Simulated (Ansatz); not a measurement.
Abridged output of a molecular run in Ansatz:

```
Functional definition: HF
664 factors; integrals over basis functions are off by at most 1.0e-3 eV
mean field evaluation 1: about -22881.9802 eV, gradient 2.2e1 eV
mean field evaluation 2: about -22881.9853 eV, gradient 2.2e1 eV
mean field evaluation 4: about -22885.4095 eV, gradient 3.1e0 eV
mean field evaluation 8: about -22885.5567 eV, gradient 2.3e-1 eV
mean field evaluation 16: about -22884.8206 eV, gradient 4.7e0 eV
mean field evaluation 32: about -22884.9645 eV, gradient 6.4e0 eV
mean field -22885.56617409 eV, -841.0290445038 hartree, gradient 2.8e-6 eV, S^2 0.803958; 3 other end points of the search recorded, 0 dependent functions left out
12 core orbitals not correlated: weight in the atoms' cores, before any rotation towards them, 1.000 or more for the frozen orbitals, at most 0.000 for the correlated occupied ones
reference -22885.56617409 eV, -841.0290445038 hartree; 11, 10 occupied and 46, 47 virtual orbitals, 664 factors
second order -12.97829708 eV of doubles, -0.00000000 eV of singles
cycle   1  -13.24186173 eV  change   -2.6e-1 eV  update   1.0e-1
cycle   2  -13.70478023 eV  change   -4.6e-1 eV  update   3.6e-2
cycle   3  -13.83260619 eV  change   -1.3e-1 eV  update   2.2e-2
cycle   4  -13.83992630 eV  change   -7.3e-3 eV  update   9.6e-3
cycle   5  -13.84296464 eV  change   -3.0e-3 eV  update   4.3e-3
cycle   6  -13.84258113 eV  change    3.8e-4 eV  update   1.7e-3
cycle   7  -13.84294835 eV  change   -3.7e-4 eV  update   5.4e-4
cycle   8  -13.84304363 eV  change   -9.5e-5 eV  update   2.1e-4
cycle   9  -13.84290790 eV  change    1.4e-4 eV  update   8.6e-5
cycle  10  -13.84290769 eV  change    2.1e-7 eV  update   3.8e-5
cycle  11  -13.84292722 eV  change   -2.0e-5 eV  update   1.9e-5
perturbative correction -0.49763736 eV, -0.0182878358 hartree
Total energy: -22899.90673866 eV, -841.5560505316 hartree
Checks for a lower state left out: cluster_reference
```

Its atoms:

```xyz
5

N    -1.3444    1.8448   -0.1567
C    -0.7546    0.8543   -0.1004
Si    0.0525   -0.7929   -0.0996
Cl    1.8985   -0.6279   -0.9393
H     0.1480   -1.2783    1.2960
```

Task: Which basis set was used?
A. def2-TZVPP
B. def2-TZVPPD
C. def2-SVPD
D. def2-SVP

Result: D. It gives 69 functions.

Task: Write the keys of the input that set method, charge and spin (a neutral closed shell needs none for the last two).

Result: 
```yaml
magnetization: {spin_polarized: true, initial_magnetization: 1}
correlation: {method: ccsd_t}
scf: {omitted_lower_state_checks: [cluster_reference]}
```
